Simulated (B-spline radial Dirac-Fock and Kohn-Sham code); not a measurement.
# Two-hole binding energies of Yb³⁺

System: the Yb³⁺ ion, configuration [Xe] 4f13, inside a Watson sphere of charge -3 and radius 1.8 Å (a model of the Madelung potential; inside it an electron's potential energy is raised by 24.0 eV).

The computed values come from an atomic code on a B-spline grid: Dirac-Fock (average of configuration) total-energy differences with a finite nucleus, the Breit interaction including its frequency dependence, and self-energy and vacuum-polarisation corrections. U is the two-hole binding energy less the two single-hole energies, the effective repulsion of the holes after relaxation. Each two-hole energy is an average over J within one jj subconfiguration.

```csv
holes,E(a) (eV),E(b) (eV),E(ab) (eV),U (eV)
1s⁻¹ 3p1/2⁻¹,61341.1,2191.6,63641.6,108.9
1s⁻¹ 3p3/2⁻¹,61341.1,1968.8,63405.0,95.0
2p1/2⁻²,9991.8,9991.8,20243.7,260.1
2p3/2⁻²,8956.7,8956.7,18129.3,215.9
2s⁻¹ 3p1/2⁻¹,10508.0,2191.6,12782.9,83.4
2s⁻¹ 3p3/2⁻¹,10508.0,1968.8,12554.1,77.4
2p1/2⁻¹ 3s⁻¹,9991.8,2417.4,12489.1,79.9
2p1/2⁻¹ 3d5/2⁻¹,9991.8,1541.8,11621.7,88.0
2p3/2⁻¹ 3p1/2⁻¹,8956.7,2191.6,11234.1,85.8
3p1/2⁻²,2191.6,2191.6,?,?
3p3/2⁻²,1968.8,1968.8,3991.9,54.4
3d5/2⁻²,1541.8,1541.8,3147.5,63.9
5p1/2⁻¹ 5p3/2⁻¹,43.63,36.92,95.70,15.1
5p3/2⁻²,36.92,36.92,88.95,15.1
```

Q: Give the missing two-hole energy and U.

A: E(ab) = 4446.2 eV and U = 63.1 eV.
